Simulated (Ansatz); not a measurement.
Reaction (redistribution): `FB(S)S` + `C=C[SiH](C)O` → `SBS` + `C=C[Si](C)(O)F`

Computed with Ansatz on PBE0-D4/def2-TZVP structures; ΔE is electronic, products minus reactants. CCSD(T)/CBS is the MP2 limit (def2-TZVPP, def2-QZVPP) plus CCSD(T) − MP2 in def2-TZVPP, frozen cores. DFT in def2-TZVPP. One conformer a species, not always the lowest.

```tsv
level	ΔE (kcal/mol)
PBE0-D4	-11.9
ωB97X-V	-12.3
ωB97M-V	-12.6
HF/def2-TZVPP	-13.2
```

(1) What does CCSD(T)/CBS give? (An estimate is asked.)

Largest T1 diagnostic among the species: 0.014.

Results:

(1) Computed: -13.6 kcal/mol. The listed levels differ from it by 1.7, 1.3, 1.0, 0.4 kcal/mol.

From PBE to PBE0 (25 % exact exchange), in def2-TZVPP and without D4, ΔE moves by −0.7 kcal/mol.
